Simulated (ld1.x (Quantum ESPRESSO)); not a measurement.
Building the TM potential for In (PBE, non-relativistic).

* Element: indium
* Generator: ld1.x (Quantum ESPRESSO) 7.5
* Type: norm-conserving Troullier–Martins (Kleinman–Bylander form)
* Functional: PBE
* Relativity: non-relativistic
* Frozen core: [Kr]
* Valence charge: 13
* Reference configuration: 4d10 5s2 5p1
* Partial waves: 5s (bound): rc 2.45 bohr; 5p (bound): rc 3.10 bohr; 4d (bound): rc 1.45 bohr
* Local potential: all-electron potential smoothed inside 1.75 bohr (lloc = -1)
* Core correction: Bessel-smoothed model core inside 1.30 bohr

- Cutoffs needed: 80 Ry and 140 Ry (the cutoffs (Ry, on a coarse ladder) from which the occupation-weighted sum of valence levels, in a spherical-Bessel basis at the reference potential, stays within 10 and 1 mRy of its value at 400 Ry)
- Ghost test: ghost state, extra bound levels that the all-electron valence spectrum of the same l lacks: s at -36.8 eV; a true bound ghost makes a file unfit for plane-wave use (spherical-Bessel basis up to 400 Ry, 20 bohr box)
- Largest excitation error: -133 meV (all-electron minus pseudo) for 4d9 5s0 5p0, out of 7 test configurations
